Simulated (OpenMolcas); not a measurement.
# Se5+: effect of the basis set

```yaml
Program: OpenMolcas
Method: CASSCF
Active_space: 1 electron in 4 orbitals (4s 4p)
State_averaging: 2S+1 = 2 even, 1 root; 2S+1 = 2 odd, 3 roots
Spin-orbit_coupling: RASSI with atomic mean-field integrals over the reference wave functions, term energies averaged over their components
```

A. ANO-RCC-VDZP [5s4p2d], DKH2, point nucleus; cost roughly 4 core-seconds
B. ANO-R1 [5s4p3d1f], X2C, finite nucleus; cost roughly 5 core-seconds
C. ANO-RCC-VTZP [6s5p3d1f], DKH2, point nucleus; cost roughly 6 core-seconds
D. ANO-RCC-VQZP [7s6p4d2f1g], DKH2, point nucleus; cost roughly 6 core-seconds
E. ANO-R2 [6s6p4d3f1g], X2C, finite nucleus; cost about 7 core-seconds
F. ANO-R3 [7s6p5d4f2g], X2C, finite nucleus; cost about 17 core-seconds

Energies in eV above 4s 2S 1/2, the measured ground level; measured values from Moore, Atomic Energy Levels, vol. II, NSRDS-NBS 35 (1971 reprint of NBS Circular 467, 1952).

```json
{"Level": "4s 2S 1/2", "A": "0.0000", "B": "0.0000", "C": "0.0000", "D": "0.0000", "E": "0.0000", "F": "0.0000", "Measured": "0.0000"}
{"Level": "4p 2P* 1/2", "A": "14.7095", "B": "12.8320", "C": "13.8210", "D": "13.8168", "E": "13.6893", "F": "13.8884", "Measured": "13.9807"}
{"Level": "4p 2P* 3/2", "A": "15.1674", "B": "13.4304", "C": "14.4299", "D": "14.4294", "E": "14.2919", "F": "14.4909", "Measured": "14.6874"}
```

Deviations, from unrounded energies. A percentage is the sum of absolute deviations over the sum of measured energies, with the sign that they share, or ± where signs differ.

| Against measurement | Levels | A | B | C | D | E | F |
| --- | --- | --- | --- | --- | --- | --- | --- |
| mean absolute deviation (cm-1) | 2 | 4900 | 9700 | 1700 | 1700 | 2800 | 1200 |
| other configurations (%) | 2 | +4.2 | -8.4 | -1.5 | -1.5 | -2.4 | -1.0 |

F lies closest to measurement on these levels and B furthest from it. The largest miss of F in the table is 4p 2P* 3/2, by -1600 cm-1. The ranking rests on the paired levels alone, and a cruder setting can come out closer through cancelling errors.

Among A to F the level of the table that moves most is 4p 2P* 1/2, by 15000 cm-1 (lowest in B, highest in A).

With one active electron the reference holds no correlation, so core polarisation is missing. The basis is small and was not contracted for so high a charge (holds for A; B). Measured partners are found by configuration, term and J. A level has none where our copy of the source lacks it or the pairing is in doubt (some pairs that miss far off the trend of their configuration count as doubtful), and it then counts in no deviation. Levels of configurations outside the active space are missing.

* marks odd parity.
